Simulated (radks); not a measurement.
The numbers below are computed, except where a source is named.
These are the eigenvalues of the occupied orbitals of an atom or ion with whole-number occupations (eV). Code: a radial shooting solver on a logarithmic mesh with Libxc functionals. Model: Dirac Kohn-Sham, LB94 model potential, spin-unpolarised, spherical densities, finite nucleus; Fermi nuclear charge, rms radius of each element as measured or else 0.836 A^(1/3) + 0.57 fm.

1s1/2: -77593.39
2s1/2: -16429.20
2p1/2: -15918.08
2p3/2: -14359.23
3s1/2: -6167.299
3p1/2: -5958.193
3p3/2: -5576.984
3d3/2: -5260.912

Which element is it, and in what charge state? The configuration may be excited. Open shells, if any, fill j = l - 1/2 first.

Answer. Z = 76, osmium, charge +54: Os54+ in [Ar] 3d4. The list shows which subshells hold electrons but not how many an open one holds; the 1s level, -2851.5 hartree, gives Z - s = 75.5 by -(Z - s)^2/2, which with screening and relativity narrows Z to a few neighbours, and the depths of the outer levels then fix element, charge and occupations together.
